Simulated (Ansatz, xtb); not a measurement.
**Ligand exchange: AlH2Br + NaSH → AlH2(SH) + NaBr**

Species: AlH2Br `[AlH2][Br]`, singlet; NaSH `[Na][SH]`, singlet; AlH2(SH), singlet; NaBr, singlet. The partners trade Br for SH: Al–Br and Na–SH bonds give way to Al–SH and Na–Br.

Shapes, held fixed at every level: PBE0-D4/def2-TZVP. Programs: Ansatz 0.2.0, xtb 6.7.1. The zero-point and thermal change to 298 K, harmonic and unscaled (PBE0-D4/def2-TZVP), is +3.0 kJ/mol.

```tsv
level	kind	ΔH(298 K) (kJ/mol)	less CCSD(T)/def2-TZVPP
GFN0-xTB	semi-empirical	+7.9	+59.2
HF/def2-SVP	Hartree–Fock	-60.7	-9.4
r2SCAN-D4/def2-TZVPP	meta-GGA	-54.8	-3.5
r2SCAN0-D4/def2-TZVPP	global hybrid	-56.1	-4.8
wB97M-V/def2-TZVPP	range-separated hybrid	-51.8	-0.5
B2PLYP/def2-TZVPP	double hybrid	-51.6	-0.3
MP2/def2-TZVPP	perturbation theory	-50.4	+0.9
CCSD(T)/def2-TZVPP	coupled cluster or CI	-51.3	0.0
```

The highest level, CCSD(T)/def2-TZVPP, gives ΔH(298 K) = -51.3 kJ/mol; the levels span -60.7 to +7.9. They disagree on the sign: 1 of 8 are positive. GFN0-xTB strays far from the other rows. The column of differences is taken from that level and isn't an error. No measured value is set beside it here. Relativity is left out for Br unless named. Correlated rows may include outer-core shells of Br, Na, which these sets cover unevenly.
